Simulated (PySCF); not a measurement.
Polarisability and C₆ of Cl (chlorine, neutral)

[Ne] 3s2 3p5, 2P determinant. All numbers are calculated (PySCF 2.14, no relativity, point nucleus, in aug-cc-pV(Q+d)Z (7s6p5d3f2g, 89 functions)). Coupled (time-dependent) response in atomic units; α is the mean over directions.

| method | mean α (bohr³) | α xx, yy, zz | C₆ (like pair) | S(−4) |
| --- | --- | --- | --- | --- |
| UHF | 14.22 | 13.14, 14.76, 14.76 | 89.07 | 49.46 |
| PBE | 15.67 | 14.22, 16.40, 16.40 | 99.90 | 67.15 |
| PBE0 | 15.01 | 13.72, 15.65, 15.65 | 94.87 | 58.77 |
| LC-wPBE | 14.63 | 13.49, 15.20, 15.20 | 92.01 | 54.10 |
| PBEsol | 15.69 | 14.24, 16.41, 16.41 | 100.2 | 66.82 |

S(−4) is the Cauchy moment in α(ω) = α(0) + S(−4) ω² + …

Reference α: 14.6 ± 0.1 bohr³ (recommended; Schwerdtfeger and Nagle, table of static dipole polarizabilities (2023 update)). Published C₆: 94.60 (Chu and Dalgarno (2004); Tang, Norbeck and Certain (1976)).

α(iu) at PBEsol:

| u (hartree) | α(iu) (bohr³) |
| --- | --- |
| 0 | 15.69 |
| 0.0500 | 15.52 |
| 0.100 | 15.06 |
| 0.200 | 13.51 |
| 0.300 | 11.66 |
| 0.500 | 8.351 |
| 0.750 | 5.570 |
| 1.00 | 3.882 |
| 1.50 | 2.142 |
| 2.00 | 1.347 |
| 3.00 | 0.6822 |
| 5.00 | 0.2892 |

The components differ because the open shell of this determinant is not spherical; for a pure term their mean is the scalar polarisability.
